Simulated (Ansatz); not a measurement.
Calculated with Ansatz (gas phase, PBE0-D4/def2-TZVP geometries, no zero-point term in ΔE). CCSD(T)/CBS adds triple-zeta CCSD(T) − MP2 to the extrapolated MP2 energy (def2 sets, frozen cores). This one scheme is used for every species. DFT in def2-TZVPP. HSE06 is defined as in plane-wave codes. Each species was taken in one conformer, which may not be the lowest.

Reaction (ligand exchange at the Si–N bond): `BN[SiH3]` + `NCF` → `FCN[SiH3]` + `BN`

Task: Is it downhill or uphill in electronic energy at CCSD(T)/CBS, and by how much? (Best estimate.)

Result: Computed: Nearly level: ΔE = -0.02 eV.

Task: What do these levels give: PBE0-D4, r2SCANh-D4, HSE06-D4, r2SCANh, RPA@PBE/def2-TZVPP, HF/def2-TZVPP, MP2/def2-TZVPP, SCS-MP2/def2-TZVPP, CCSD/def2-TZVPP, CCSD(T)/def2-TZVPP, MP2/def2-QZVPP, HF/CBS(def2)? (An estimate is asked.)

Result: Ansatz gave: PBE0-D4 -0.03, r2SCANh-D4 -0.03, HSE06-D4 -0.03, r2SCANh -0.03, RPA@PBE/def2-TZVPP -0.02, HF/def2-TZVPP 0.01, MP2/def2-TZVPP -0.02, SCS-MP2/def2-TZVPP -0.02, CCSD/def2-TZVPP -0.02, CCSD(T)/def2-TZVPP -0.02, MP2/def2-QZVPP -0.02, HF/CBS(def2) 0.01 eV.

Largest T1 diagnostic among the species: 0.012.

Leaving LDA and LC-ωPBE aside and taking each functional with its dispersion term where it has one, the values, not all of them listed here, spread over 0.03 eV, from BLYP-D4 to PBE-QIDH.
